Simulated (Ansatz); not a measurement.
Consider the formal exchange of groups at the Se–Sn bond: `C[O][Sn]([Cl])([Cl])[SeH]` + `C=C(C)O` → `C=C(C)[SeH]` + `C[O][Sn]([OH])([Cl])[Cl]`.

Gas-phase electronic energies from Ansatz, PBE0-D4/def2-TZVP geometries. CBS: MP2 limit from def2 TZ/QZ plus the TZ coupled-cluster correction, frozen cores. Functionals use def2-TZVPP. B3LYP here is the variant with VWN-RPA as its local correlation; programs differ in this. Elements past krypton have def2 core potentials. For Se, Sn outer-core shells are correlated without core-valence functions, which leaves a few kJ/mol of doubt a bond. Scalar relativity is left out up to krypton. Each species was taken in one conformer, which may not be the lowest.

`C[O][Sn]([Cl])([Cl])[SeH]`:

Cartesian coordinates in Å:
```
C -1.729 0.128 -0.418
O -0.451 -0.438 -0.639
Sn 1.098 0.254 0.300
Cl 0.528 0.307 2.543
Cl 1.476 2.448 -0.318
Se 3.080 -1.147 -0.244
H -2.447 -0.459 -0.996
H -1.779 1.168 -0.759
H -2.021 0.088 0.637
H 2.245 -2.350 -0.105
```

`C=C(C)O`:

```xyz
10

C    -1.190   -0.520    0.382
C    -0.013    0.090    0.261
C     0.825    0.098   -0.967
O     0.582    0.793    1.259
H    -1.757   -0.491    1.306
H    -1.612   -1.064   -0.450
H     0.993    1.125   -1.302
H     1.805   -0.338   -0.757
H     0.349   -0.465   -1.768
H     0.018    0.770    2.038
```

`C=C(C)[SeH]`:

Cartesian coordinates in Å:
```
C 1.181 0.236 -0.985
C 0.033 0.170 -0.322
C -0.105 -0.347 1.069
Se -1.548 0.866 -1.143
H 1.245 0.598 -2.004
H 2.105 -0.074 -0.507
H 0.861 -0.687 1.449
H -0.803 -1.188 1.105
H -0.495 0.425 1.738
H -2.474 0.001 -0.400
```

`C[O][Sn]([OH])([Cl])[Cl]`:

Cartesian coordinates in Å:
```
C -1.394 -0.706 0.798
O -0.736 0.416 0.241
Sn 1.028 0.266 -0.541
O 1.498 2.044 -1.131
Cl 2.542 -0.510 1.003
Cl 1.024 -1.198 -2.311
H -2.361 -0.363 1.174
H -0.833 -1.137 1.635
H -1.573 -1.489 0.052
H 0.805 2.677 -0.920
```

| level | ΔE (kcal/mol) | difference from CCSD(T)/CBS |
| --- | --- | --- |
| B3LYP-D4 | 14.3 | 2.6 |
| B2PLYP | 12.5 | 0.8 |
| PBE | 14.7 | 3.0 |
| HF/def2-TZVPP | 15.2 | 3.5 |
| SCS-MP2/def2-TZVPP | 9.7 | -2.0 |
| CCSD/def2-TZVPP | 11.2 | -0.5 |
| HF/def2-QZVPP | 14.8 | 3.1 |
| SCS-MP2/def2-QZVPP | 10.0 | -1.7 |
| MP2/CBS(def2) | 11.1 | -0.6 |
| CCSD/CBS(def2) | 12.3 | 0.6 |
| CCSD(T)/CBS | 11.7 | 0 |

Largest T1 diagnostic among the species: 0.013.

From PBE to PBE0 (25 % exact exchange), in def2-TZVPP and without D4, ΔE moves by +0.8 kcal/mol. In def2-TZVPP, CCSD(T) changes the Hartree–Fock value by −4.5 kcal/mol (the triples alone add −0.6 kcal/mol) and MP2 by −5.1 kcal/mol.
